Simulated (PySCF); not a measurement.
Molecule: SMILES CC#C/C(=C\C)OC, C7H10O.

Cartesian coordinates in Å; atom numbers follow the order of the lines, from 1:
```xyz
18

C    -2.2693   -1.2843    1.4869
C    -1.1474   -0.7181    0.7745
C    -0.2327   -0.2113    0.1787
C     0.8660    0.3506   -0.5215
C     0.8632    1.6174   -0.9538
C    -0.2629    2.5751   -0.7625
O     1.9751   -0.4305   -0.7655
C     1.9396   -1.7526   -0.2948
H    -2.4883   -2.2834    1.1100
H    -2.0429   -1.3515    2.5513
H    -3.1493   -0.6554    1.3532
H     1.7349    1.9774   -1.4793
H     0.0731    3.4471   -0.2004
H    -1.0836    2.1059   -0.2258
H    -0.6281    2.9278   -1.7276
H     2.8927   -2.1956   -0.5799
H     1.1212   -2.3214   -0.7496
H     1.8301   -1.7909    0.7945
```

Frames of a GFN2-xTB Langevin trajectory at 300 K; GIAO PBE0/pcSseg-1 shieldings in PySCF 2.14, gas phase, non-relativistic; equivalent atoms averaged within each frame.

Referencing at the same level of theory: $^{13}$C (186.93 ppm) and $^{1}$H (31.72 ppm) vs TMS; $^{17}$O (336.08 ppm) against H2O. The references are static minima.

Task: How do the shifts (ppm) fluctuate along the trajectory?

Result: 
| time (fs) | C4 | C5 | C2 | C3 | C8 | C6 | C1 | O7 | H12 | H16/H17/H18 |
| --- | --- | --- | --- | --- | --- | --- | --- | --- | --- | --- |
| 250 | 149.5 | 121.3 | 108.6 | 83.6 | 57.1 | 18.3 | 1.3 | 91.7 | 6.31 | 4.46 |
| 425 | 145.9 | 116.1 | 108.7 | 78.1 | 62.7 | 18.5 | 7.1 | 97.5 | 6.04 | 4.39 |
| 625 | 147.1 | 121.2 | 108.7 | 78.0 | 69.8 | 20.0 | 6.6 | 98.4 | 5.79 | 5.27 |
| 800 | 149.6 | 116.6 | 120.7 | 81.6 | 57.2 | 17.1 | 12.4 | 94.8 | 5.35 | 3.61 |
| 1000 | 150.9 | 125.4 | 107.5 | 77.3 | 52.6 | 17.9 | 8.2 | 104.6 | 5.40 | 3.67 |
| mean of frames | 148.6 | 120.1 | 110.8 | 79.7 | 59.9 | 18.4 | 7.1 | 97.4 | 5.78 | 4.28 |
| standard deviation | 2.0 | 3.8 | 5.5 | 2.7 | 6.6 | 1.1 | 4.0 | 4.8 | 0.41 | 0.68 |

5 frames give an uncertainty of the mean of about the standard deviation over 2.2 at best, since frames this close in time may not be independent; classical motion lacks zero-point vibration, and the reference would need the same averaging.
